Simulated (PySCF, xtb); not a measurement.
BeHI, SMILES [BeH][I].

GFN2-xTB run with xtb at its own geometry gives an orbital gap of 5.61 eV and a dipole moment of 3.24 D.

Coordinates come from a r2SCAN-D4/def2-TZVPD optimisation. The def2 effective core potentials stand for the cores of I; spin–orbit coupling is left out.

**Question.** What does r2SCAN/def2-TZVPD run with PySCF give? (An estimate is asked for; the answer gives what the named calculation found.)

**Answer.** gap 6.04 eV (levels -7.34 and -1.30 eV), dipole 0.02 D.
